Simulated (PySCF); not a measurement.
calcium atom (Ca), singlet. Base run: PBE0/def2-TZVP in PySCF.

The PySCF input:
```python
from pyscf import gto, scf, dft, solvent

mol = gto.M(
    atom='''
Ca    0.000000    0.000000    0.000000
''',
    basis='def2-tzvp',
    charge=0,
    spin=0,
    verbose=3,
)

mf = dft.RKS(mol)
mf.xc = 'pbe0'
mf.kernel()
```

Variants of this job, named by their change:

| change | ΔE vs base (kcal/mol) | HOMO-LUMO gap (eV) |
|---|---|---|
| base | 0.000 | 3.34 |
| model = IEF-PCM; solvent = water; vdw_scale = 1.1 | -0.67 | 3.29 |
| model = IEF-PCM; solvent = water; vdw_scale = 1.4 | -0.040 | 3.34 |
| model = IEF-PCM; solvent = dimethylsulfoxide | -0.260 | 3.32 |
| model = IEF-PCM; solvent = methanol | -0.257 | 3.32 |
| model = SS(V)PE; solvent = water | -0.262 | 3.32 |
| model = IEF-PCM; solvent = water; vdw_scale = 1.0 | -1.69 | 3.23 |
| model = IEF-PCM; solvent = water; lebedev_order = 41 | -0.259 | 3.32 |
| model = ddCOSMO; solvent = water | -9.82 | 2.91 |
| model = IEF-PCM; solvent = chloroform | -0.208 | 3.32 |
| model = IEF-PCM; solvent = water; lebedev_order = 11 | -0.292 | 3.31 |
| model = COSMO; solvent = water | -0.260 | 3.32 |

The base is the gas phase, so ΔE is the electrostatic part of solvation at a fixed geometry, without cavity and dispersion terms.
